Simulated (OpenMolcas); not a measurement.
SnSiH6O (SMILES [SiH3][O][SnH3]): the HOMO–LUMO gap, rung by rung

SnSiH6O: 9 atoms, total charge 0, spin state singlet. SMILES: `[SiH3][O][SnH3]`. The coordinates come from a PBE0-D4/def2-TZVP relaxation.

Quantity: the HOMO–LUMO gap, in eV. The values are calculated.

```csv
level,kind,program,value (eV),CPU time
HF/def2-SVP (core potential),Hartree–Fock,OpenMolcas,14.29,13 s
BLYP/def2-SVP (core potential),GGA,OpenMolcas,5.36,59 s
revPBE/def2-SVP (core potential),GGA,OpenMolcas,5.45,58 s
M06-L/def2-SVP (core potential),meta-GGA,OpenMolcas,6.30,70 s
TPSS/def2-SVP (core potential),meta-GGA,OpenMolcas,5.74,80 s
r2SCAN/def2-SVP (core potential),meta-GGA,OpenMolcas,6.09,73 s
B3LYP/def2-SVP (core potential),global hybrid,OpenMolcas,7.21,52 s
M06-2X/def2-SVP (core potential),hybrid meta-GGA,OpenMolcas,9.87,68 s
```

The values span 5.36 to 14.29 eV. Orbital gaps aren't excitation energies; they tend to grow with the share of exact exchange. CPU times are rough (shared hosts, several kinds of processor): they show what a rung costs within a factor of a few.
